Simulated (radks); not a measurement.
The dysprosium ion Dy7+, configuration [Kr] 4d10 4f9 5s2 5p2.

All-electron calculation, scalar-relativistic Kohn-Sham, PBE, spin-polarised, spherical densities, finite nucleus; open shells are filled with parallel spins first (spin-orbit coupling, left out, can overturn this in heavy ions); Fermi nuclear charge, rms radius 5.2218 fm. Program: a radial shooting solver on a logarithmic mesh with Libxc functionals.

Energy parts (eV):
total: -330419.94
kinetic: 356440.78
electron-nucleus: -802609.30
Hartree: 122822.32
exchange-correlation: -7073.75

Orbitals (lengths in bohr, moments of r in powers of bohr; r(max) is where P^2 peaks):
\begin{tabular}{lrrrrr}
orbital & occ. & eigenvalue (eV) & <r^2> & r(max) & <1/r> \\ \hline
1s up & 1 & -53754.33 & 0.0006095 & 0.01338 & 74.55 \\
1s down & 1 & -53754.15 & 0.0006095 & 0.01338 & 74.55 \\
2s up & 1 & -9036.724 & 0.009520 & 0.07604 & 17.33 \\
2s down & 1 & -9036.588 & 0.009520 & 0.07604 & 17.33 \\
2p up & 3 & -8030.701 & 0.007706 & 0.06168 & 16.09 \\
2p down & 3 & -8030.518 & 0.007706 & 0.06168 & 16.09 \\
3s up & 1 & -2090.936 & 0.06288 & 0.2154 & 6.374 \\
3s down & 1 & -2088.660 & 0.06279 & 0.2154 & 6.379 \\
3p up & 3 & -1781.981 & 0.06316 & 0.2117 & 5.975 \\
3p down & 3 & -1779.691 & 0.06306 & 0.2116 & 5.980 \\
3d up & 5 & -1384.294 & 0.05286 & 0.1730 & 5.667 \\
3d down & 5 & -1382.515 & 0.05274 & 0.1729 & 5.672 \\
4s up & 1 & -496.3387 & 0.3166 & 0.4940 & 2.690 \\
4s down & 1 & -491.3335 & 0.3165 & 0.4940 & 2.689 \\
4p up & 3 & -394.5263 & 0.3578 & 0.5159 & 2.468 \\
4p down & 3 & -389.5586 & 0.3576 & 0.5158 & 2.467 \\
4d up & 5 & -255.7235 & 0.4270 & 0.5342 & 2.180 \\
4d down & 5 & -250.7125 & 0.4264 & 0.5341 & 2.180 \\
4f up & 7 & -103.6504 & 0.6963 & 0.5322 & 1.683 \\
4f down & 2 & -98.4184 & 0.7029 & 0.5326 & 1.682 \\
5s up & 1 & -143.3814 & 1.626 & 1.120 & 1.102 \\
5s down & 1 & -138.1612 & 1.650 & 1.122 & 1.095 \\
5p up & 2 & -115.7299 & 2.024 & 1.239 & 0.9752 \\
5p down & 0 & -110.8972 & 2.077 & 1.245 & 0.9625 \\
5d up & 0 & -79.3613 & 3.038 & 1.490 & 0.7854 \\
5d down & 0 & -75.5377 & 3.187 & 1.519 & 0.7632 \\
6s up & 0 & -64.9326 & 6.191 & 2.318 & 0.5594 \\
6s down & 0 & -62.8712 & 6.366 & 2.342 & 0.5520 \\
6p up & 0 & -55.2326 & 7.628 & 2.582 & 0.5047 \\
6p down & 0 & -53.3612 & 7.906 & 2.619 & 0.4976 \\
\end{tabular}

The highest occupied level is 4f down at -98.418 eV. The configuration is held as typed, so some empty levels lie below it. The electron density at the nucleus is 7.778e+05 e/bohr^3 (large components only). Summed over all electrons, <r^2> = 21.75 bohr^2, which gives a Langevin (diamagnetic) susceptibility term of -17.2 x 10^-6 cm^3/mol. The density falls to 0.001 e/bohr^3 at r = 2.66 bohr. Spin moment in Bohr magnetons: 7.
